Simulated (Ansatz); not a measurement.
Relaxation of H4O2Zn (7 atoms, charge 0, multiplicity 1), to a largest force component of 0.03 eV/Å in at most 50 steps.

Level of theory: RKS BLYP-D4/def2-SVP (Ansatz).

```xyz
7
Properties=species:S:1:pos:R:3
Zn 0.860 -0.384 -0.434
O -0.147 0.256 2.296
H -0.596 -0.583 2.527
O -0.353 -0.176 -1.735
H -0.080 -0.540 -2.600
H 1.920 -0.560 0.696
H 0.774 -0.053 2.078
```

Where does it end, and by what steps?

The forces met the threshold. After 16 steps the energy has fallen by 0.642 eV; H3 moved furthest, 1.69 Å. Joined: Zn1–O2.

```json
{"step": "0", "energy less start (eV)": "0.0000", "largest force component (eV/Å)": "0.515", "accepted": "yes"}
{"step": "1", "energy less start (eV)": "-0.0355", "largest force component (eV/Å)": "1.387", "accepted": "yes"}
{"step": "2", "energy less start (eV)": "-0.1095", "largest force component (eV/Å)": "1.871", "accepted": "yes"}
{"step": "3", "energy less start (eV)": "-0.2011", "largest force component (eV/Å)": "1.447", "accepted": "yes"}
{"step": "4", "energy less start (eV)": "-0.2766", "largest force component (eV/Å)": "0.754", "accepted": "yes"}
{"step": "5", "energy less start (eV)": "-0.3122", "largest force component (eV/Å)": "0.457", "accepted": "yes"}
{"step": "6", "energy less start (eV)": "-0.3499", "largest force component (eV/Å)": "0.517", "accepted": "yes"}
{"step": "7", "energy less start (eV)": "-0.4087", "largest force component (eV/Å)": "0.351", "accepted": "yes"}
{"step": "8", "energy less start (eV)": "-0.4395", "largest force component (eV/Å)": "0.957", "accepted": "yes"}
{"step": "9", "energy less start (eV)": "-0.4902", "largest force component (eV/Å)": "0.907", "accepted": "yes"}
{"step": "10", "energy less start (eV)": "-0.5748", "largest force component (eV/Å)": "0.445", "accepted": "yes"}
{"step": "11", "energy less start (eV)": "-0.6187", "largest force component (eV/Å)": "0.233", "accepted": "yes"}
{"step": "12", "energy less start (eV)": "-0.6285", "largest force component (eV/Å)": "0.320", "accepted": "yes"}
{"step": "13", "energy less start (eV)": "-0.6372", "largest force component (eV/Å)": "0.198", "accepted": "yes"}
{"step": "14", "energy less start (eV)": "-0.6387", "largest force component (eV/Å)": "0.465", "accepted": "yes"}
{"step": "15", "energy less start (eV)": "-0.6422", "largest force component (eV/Å)": "0.039", "accepted": "yes"}
{"step": "16", "energy less start (eV)": "-0.6424", "largest force component (eV/Å)": "0.018", "accepted": "yes"}
```

```xyz
7
Properties=species:S:1:pos:R:3
Zn 1.323 -0.379 -0.054
O 0.045 0.209 1.705
H -0.632 0.069 0.972
O -0.431 -0.555 -0.625
H -0.659 -0.443 -1.564
H 2.849 -0.415 0.064
H -0.117 -0.526 2.330
```

Time of the run: 38 s on 1 thread of Arm Neoverse V2, on a shared host, peak memory 0.14 GiB.
